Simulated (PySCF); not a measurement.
Job file and geometry (Å, from PBE0-D3(BJ)/def2-SVP) of an NMR shielding run on SMILES C=CC/P=C(\F)C(C)C, C7H12FP, GIAO HF/pcSseg-1 NMR shielding, non-relativistic, gas phase (PySCF 2.14.0, density-fitted response routines); density fitting, a coarse starting grid and PySCF grid level 2 are the driver's defaults:

```
$ OMP_NUM_THREADS=1 python probes_run.py task.json out

{"job": {"kind": "nmr", "xc": "HF", "basis": "pcSseg-1", "pop": false}, "charge": 0, "multiplicity": 1}
C      3.396234    -0.193342     0.971583
C      2.984640     0.751482     0.123417
C      2.154704     0.507535    -1.096041
P      0.409144     1.168161    -0.887108
C     -0.295408    -0.127973    -0.066159
F      0.383985    -1.246077     0.226053
C     -1.713468    -0.222318     0.403017
C     -2.493697     1.070663     0.222158
C     -2.410943    -1.411815    -0.263890
H      3.988510     0.058426     1.854946
H      3.149037    -1.247575     0.815234
H      3.242648     1.798074     0.329062
H      2.114571    -0.563674    -1.342062
H      2.574692     1.043081    -1.963230
H     -1.641080    -0.443913     1.486207
H     -3.510165     0.957117     0.627221
H     -2.009379     1.913434     0.736830
H     -2.582758     1.333053    -0.843903
H     -1.835636    -2.338102    -0.127991
H     -3.411776    -1.561553     0.168002
H     -2.524476    -1.231282    -1.344441
```

**Question.** Write the output of this run.

**Answer.** 
```
final grid: 166456 points
cycle   1  E = -711.9481861206  dE =  1.683e+00  |g| = 6.757e-01  |ddm| = 3.911e+00
cycle   2  E = -712.0561237912  dE = -1.079e-01  |g| = 4.017e-01  |ddm| = 8.137e-01
cycle   3  E = -712.0897815418  dE = -3.366e-02  |g| = 9.463e-02  |ddm| = 3.749e-01
cycle   4  E = -712.0931106301  dE = -3.329e-03  |g| = 2.307e-02  |ddm| = 1.474e-01
cycle   5  E = -712.0933002250  dE = -1.896e-04  |g| = 7.777e-03  |ddm| = 3.544e-02
cycle   6  E = -712.0933322106  dE = -3.199e-05  |g| = 3.055e-03  |ddm| = 1.544e-02
cycle   7  E = -712.0933398606  dE = -7.650e-06  |g| = 1.197e-03  |ddm| = 9.735e-03
cycle   8  E = -712.0933413026  dE = -1.442e-06  |g| = 5.612e-04  |ddm| = 4.213e-03
cycle   9  E = -712.0933416341  dE = -3.316e-07  |g| = 1.806e-04  |ddm| = 2.461e-03
cycle  10  E = -712.0933416698  dE = -3.565e-08  |g| = 7.056e-05  |ddm| = 7.040e-04
cycle  11  E = -712.0933416737  dE = -3.897e-09  |g| = 2.402e-05  |ddm| = 2.714e-04
cycle  12  E = -712.0933416740  dE = -3.477e-10  |g| = 7.182e-06  |ddm| = 6.070e-05
converged SCF energy = -712.0933416740

GIAO shielding tensors (ppm)
atom      isotropic    diamagn.    paramagn.     s11        s22        s33       span
  0 C       67.933     254.439    -186.505    -58.555     98.974    163.382    221.937
  1 C       46.407     257.640    -211.233    -94.429     65.063    168.588    263.017
  2 C      167.232     253.056     -85.825    150.171    165.924    185.601     35.430
  3 P      202.909     969.013    -766.105    -58.570    196.905    470.392    528.962
  4 C      -55.265     259.261    -314.526   -290.964     46.338     78.833    369.797
  5 F      249.446     481.157    -231.711     75.771    234.000    438.567    362.796
  6 C      156.439     244.690     -88.251    144.678    154.094    170.546     25.868
  7 C      173.142     246.266     -73.123    161.061    169.579    188.787     27.726
  8 C      169.193     245.257     -76.064    157.152    160.658    189.767     32.615
  9 H       26.504      28.384      -1.880     23.529     25.129     30.854      7.325
 10 H       26.198      32.393      -6.195     22.183     25.616     30.795      8.611
 11 H       25.741      30.285      -4.544     22.907     25.984     28.332      5.425
 12 H       28.627      33.967      -5.340     25.439     28.151     32.290      6.851
 13 H       29.988      31.904      -1.916     25.093     27.663     37.208     12.115
 14 H       29.746      32.447      -2.701     26.357     27.949     34.933      8.576
 15 H       30.629      29.069       1.560     25.698     28.156     38.034     12.337
 16 H       30.379      30.382      -0.003     25.446     28.904     36.786     11.340
 17 H       30.624      30.395       0.229     27.063     29.329     35.481      8.418
 18 H       29.914      30.195      -0.281     24.302     29.519     35.920     11.619
 19 H       30.568      29.065       1.503     25.967     27.811     37.924     11.957
 20 H       31.042      29.678       1.364     27.668     28.933     36.525      8.857
```

**Question.** Turn these shieldings into chemical shifts. Referencing at the same level of theory: ¹³C (σref 190.85), ¹H (σref 31.69) vs TMS; ³¹P (σref 356.22) against H3PO4; ¹⁹F (σref 246.35) against CFCl3.

**Answer.** Averaging equivalent atoms: C 4: 246.1; C 1: 144.4; C 0: 122.9; C 6: 34.4; C 2: 23.6; C 7/8: 19.7; P 3: 153.3; F 5: -3.1; H 11: 5.95; H 10: 5.49; H 9: 5.18; H 12/13: 2.38; H 14: 1.94; H 15/16/17/18/19/20: 1.16 ppm. Unscaled 19F shifts against computed CFCl3 carry errors that often reach 10 to 50 ppm. Experimental scales use liquid or dissolved standards, which lie at an offset from isolated H3PO4.

Size and cost of the density-fitted run: 220 basis functions, 25 s wall time on 1 thread of an Arm Neoverse V2, shared host; peak memory 0.99 GiB.
